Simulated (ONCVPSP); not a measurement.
**An all-electron radial function and its pseudo partner (carbon)**

Columns: radius, all-electron u(r) and pseudo u(r) of the 2s shell (level -13.64 eV) of carbon in the configuration [He] 2s2 2p2; PBEsol, non-relativistic, ONCV scheme, ONCVPSP 4.0.1.

```csv
r (bohr),all-electron,pseudo
0.088,-0.3145,0.0657
0.175,-0.3354,0.1314
0.262,-0.2229,0.1987
0.350,-0.0563,0.2694
0.438,0.1205,0.3429
0.525,0.2838,0.4176
0.612,0.4265,0.4918
0.700,0.5466,0.5638
0.788,0.6419,0.6299
0.875,0.7131,0.6878
0.962,0.7636,0.7371
1.050,0.7964,0.7766
1.138,0.8137,0.8034
1.225,0.8182,0.8152
1.312,0.8125,0.8124
1.400,0.7985,0.7985
1.487,0.7785,0.7784
1.575,0.7534,0.7533
1.662,0.7251,0.7251
1.750,0.6940,0.6940
1.838,0.6614,0.6614
1.925,0.6284,0.6284
2.012,0.5950,0.5951
2.100,0.5615,0.5616
2.188,0.5286,0.5286
2.275,0.4968,0.4968
```

Q: How many radial nodes do the two functions have?

A: The all-electron 2s function has n − l − 1 = 1; the pseudo-wave has 0, since the states of the same l below it are removed with the core.

Q: At about which radius was the pseudo-wave matched?

A: 1.35 bohr, where the columns begin to agree (steps of 0.09 bohr).

Q: Where does each function peak?

A: Outermost all-electron maximum near 1.23 bohr, pseudo maximum near 1.23 bohr (to the table’s step).

Q: Is the pseudo-wave norm-conserving?

A: Yes: the ONCV scheme keeps the norm inside the radius equal to the all-electron one, which fixes the energy derivative of the logarithmic derivative at the level.
